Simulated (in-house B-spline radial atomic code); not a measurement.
# PBE excitations of Cl VIII (Cl7+)

Method: PBE. Computed with a B-spline radial code for spherical atoms: linear response of the closed shell [He] 2s2 2p6 with the functional's adiabatic kernel; scalar-relativistic (spin-free one-electron X2C), finite nucleus, no spin-orbit coupling, no double excitations, S, P, D and F terms only. Only terms of natural parity with L up to 3 were computed.

Command:
```bash
python run_td.py task.json out
```
Settings (radii: box in bohr, nucleus in fm):
```
Z                        17
electrons                10
configuration            [He] 2s2 2p6
hamiltonian              x2c
method                   pbe,pbe
box_radius               12.81
rms_radius               3.3654
intervals                71
```

Cost of the run: 0.4 s on 1 thread of Arm Neoverse N1 (shared host).

The lowest states, in the order of their Tamm-Dancoff energies; the method's threshold (minus the highest occupied level) is 323.24 eV. Labels give the largest channel, * marks a mixed state, and oscillator strengths are full-response dipole values. Semilocal kernels can invert the small singlet-triplet splittings of Rydberg terms. Energies in eV:

```
     state  full response  Tamm-Dancoff  oscillator strength
2p → 3s 3P         200.45        200.46                    -
2p → 3s 1P         201.96        201.99                0.197
2p → 3p 3S         214.41        214.45                    -
2p → 3p 3D         215.65        215.66                    -
2p → 3p 1D         216.86        216.86                    -
2p → 3p 1S         225.03        225.63                    -
2p → 3d 3P         236.06        236.08                    -
2p → 3d 3F         236.37        236.39                    -
2p → 3d 1F         237.30        237.30                    -
2p → 3d 1P         241.03        241.18                 1.57
2s → 3s 3S         260.76        260.77                    -
2s → 3s 1S         263.44        263.54                    -
2p → 4s 3P              ?             ?                    -
2p → 4s 1P         264.79        264.79               0.0301
2p → 4p 3S         269.55        269.56                    -
2p → 4p 3D         269.86        269.87                    -
2p → 4p 1D         270.23        270.23                    -
2p → 4p 1S         273.67        273.99                    -
2s → 3p 3P         276.33        276.33                    -
2p → 4d 3P         277.11        277.11                    -
2p → 4d 3F         277.18        277.19                    -
2s → 3p 1P              ?             ?                    ?
```

(1) Where does 2s → 3p 1P lie?

(2) Where does 2p → 4s 3P lie?

(3) How large is the singlet-triplet splitting of 2p → 3s (P terms) in Tamm-Dancoff?

(4) What polarisabilities and dispersion coefficient does the method give?

## Answers

(1) At 277.48 eV in full response, 277.49 eV in Tamm-Dancoff, oscillator strength 0.406.

(2) At 264.36 eV in full response, 264.36 eV in Tamm-Dancoff.

(3) 1.53 eV, from the unrounded values.

(4) Dipole 0.05261 bohr³, quadrupole 0.01861 bohr⁵, C6 0.02268 hartree·bohr⁶ for two such species.
